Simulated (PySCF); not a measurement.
PBE0-D3(BJ)/def2-TZVP geometry optimisation, IEF-PCM water with PySCF 2.14 and geomeTRIC: [Ag(H2O)4]2+, charge 2, multiplicity 2. Start (model start, shaken):

```
13

Ag    0.0000    0.0045   -0.0041
O     2.1666   -0.0068   -0.0149
H     2.7559    0.7951   -0.0074
H     2.7457   -0.7677    0.0053
O    -2.1784   -0.0140   -0.0004
H    -2.7446    0.7548   -0.0069
H    -2.7835   -0.7943   -0.0276
O    -0.0035    2.1610    0.0041
H     0.0024    2.7522    0.7372
H    -0.0081    2.7543   -0.7733
O    -0.0230   -2.1872   -0.0147
H    -0.0121   -2.7391    0.7629
H    -0.0005   -2.7417   -0.7837
```

```json
{"step": "0", "E − E(start) / kcal mol⁻¹": "0.00", "largest force / Eh bohr⁻¹": "0.03018"}
{"step": "1", "E − E(start) / kcal mol⁻¹": "-5.19", "largest force / Eh bohr⁻¹": "0.00443"}
{"step": "2", "E − E(start) / kcal mol⁻¹": "-5.37", "largest force / Eh bohr⁻¹": "0.00242"}
{"step": "3", "E − E(start) / kcal mol⁻¹": "-5.43", "largest force / Eh bohr⁻¹": "0.00145"}
{"step": "4", "E − E(start) / kcal mol⁻¹": "-5.48", "largest force / Eh bohr⁻¹": "0.00209"}
{"step": "5", "E − E(start) / kcal mol⁻¹": "-5.60", "largest force / Eh bohr⁻¹": "0.00380"}
{"step": "6", "E − E(start) / kcal mol⁻¹": "-5.47", "largest force / Eh bohr⁻¹": "0.01387"}
{"step": "7", "E − E(start) / kcal mol⁻¹": "-6.34", "largest force / Eh bohr⁻¹": "0.01307"}
{"step": "8", "E − E(start) / kcal mol⁻¹": "-6.88", "largest force / Eh bohr⁻¹": "0.01428"}
{"step": "9", "E − E(start) / kcal mol⁻¹": "-9.21", "largest force / Eh bohr⁻¹": "0.00953"}
{"step": "10", "E − E(start) / kcal mol⁻¹": "-10.33", "largest force / Eh bohr⁻¹": "0.00775"}
{"step": "11", "E − E(start) / kcal mol⁻¹": "-10.75", "largest force / Eh bohr⁻¹": "0.00578"}
{"step": "12", "E − E(start) / kcal mol⁻¹": "-11.13", "largest force / Eh bohr⁻¹": "0.00298"}
{"step": "13", "E − E(start) / kcal mol⁻¹": "-11.34", "largest force / Eh bohr⁻¹": "0.00355"}
{"step": "14", "E − E(start) / kcal mol⁻¹": "-11.61", "largest force / Eh bohr⁻¹": "0.00473"}
{"step": "15", "E − E(start) / kcal mol⁻¹": "-11.78", "largest force / Eh bohr⁻¹": "0.00538"}
{"step": "16", "E − E(start) / kcal mol⁻¹": "-11.51", "largest force / Eh bohr⁻¹": "0.00727"}
{"step": "17", "E − E(start) / kcal mol⁻¹": "-12.34", "largest force / Eh bohr⁻¹": "0.00634"}
{"step": "18", "E − E(start) / kcal mol⁻¹": "-12.89", "largest force / Eh bohr⁻¹": "0.00368"}
{"step": "19", "E − E(start) / kcal mol⁻¹": "-12.64", "largest force / Eh bohr⁻¹": "0.00629"}
{"step": "20", "E − E(start) / kcal mol⁻¹": "-13.24", "largest force / Eh bohr⁻¹": "0.00114"}
{"step": "21", "E − E(start) / kcal mol⁻¹": "-13.25", "largest force / Eh bohr⁻¹": "0.00106"}
{"step": "22", "E − E(start) / kcal mol⁻¹": "-13.27", "largest force / Eh bohr⁻¹": "0.00037"}
{"step": "23", "E − E(start) / kcal mol⁻¹": "-13.28", "largest force / Eh bohr⁻¹": "0.00029"}
```

The optimisation met its thresholds. End point:

```
13

Ag   -0.0863   -0.0012   -0.0144
O     2.0396    0.0294   -0.2044
H     2.4358    0.8139    0.2025
H     2.4595   -0.7326    0.2210
O    -2.2104   -0.0473    0.2177
H    -2.6410    0.7239   -0.1791
H    -2.6038   -0.8244   -0.2056
O    -0.2338    2.1373    0.0097
H     0.1992    2.5223    0.7861
H     0.1927    2.5402   -0.7611
O    -0.1731   -2.1437   -0.0600
H     0.2684   -2.5404    0.7056
H     0.2701   -2.5064   -0.8413
```

Metal–donor distances, start → end: O2 2.167 → 2.135 Å, O5 2.179 → 2.137 Å, O8 2.157 → 2.144 Å, O11 2.192 → 2.145 Å.

No frequencies were computed, so the end point may be a saddle point.

The job took 12 min on one thread of AMD EPYC 9R14 (shared host), with 212 basis functions and a peak of 1.4 GiB, launched as `OMP_NUM_THREADS=1 python lf_run.py task.json out`.
